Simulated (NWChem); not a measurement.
C2H6OSi2; SMILES C1=C[SiH2][SiH2]O1

```xyz
11

C      1.6164    -0.2945     0.0000
C      1.2400     1.0020     0.0000
Si    -0.5992     1.3120     0.0000
Si    -0.9135    -1.0108     0.0000
O      0.7752    -1.3451     0.0000
H      2.6670    -0.6115     0.0000
H      2.0239     1.7636     0.0000
H     -1.1144     2.0252    -1.2103
H     -1.1144     2.0252     1.2103
H     -1.5029    -1.6440    -1.2150
H     -1.5029    -1.6440     1.2150
```
Atoms are numbered in this order, from 1.

All runs: NWChem. Geometry: optimised at PBE0/def2-SVP. GIAO values for the isolated, static molecule; σ is the absolute isotropic shielding, δ = σ(reference) − σ with the isolated reference molecule computed at the same levels (13C: tetramethylsilane, 1H: tetramethylsilane, 29Si: tetramethylsilane).

| level | δ C1 (ppm) | δ C2 (ppm) | δ Si3 (ppm) | δ Si4 (ppm) | δ H6 (ppm) | δ H7 (ppm) | δ H8 (ppm) |
|---|---|---|---|---|---|---|---|
| PBE0/pcSseg-1 | 173.3 | 92.7 | -81.0 | -7.2 | 7.08 | 5.12 | 4.23 |
| PBE/pcSseg-1 | 169.2 | 91.1 | -84.2 | -7.5 | 7.04 | 5.08 | 4.35 |
| BHandHLYP/pcSseg-1 | ? | ? | ? | ? | 7.07 | ? | ? |

**Question.** What belongs in the gaps?

**Answer.** 
- BHandHLYP/pcSseg-1, δ C1 (ppm): 176.7
- BHandHLYP/pcSseg-1, δ C2 (ppm): 94.2
- BHandHLYP/pcSseg-1, δ Si3 (ppm): -78.1
- BHandHLYP/pcSseg-1, δ Si4 (ppm): -11.4
- BHandHLYP/pcSseg-1, δ H7 (ppm): 5.01
- BHandHLYP/pcSseg-1, δ H8 (ppm): 4.01
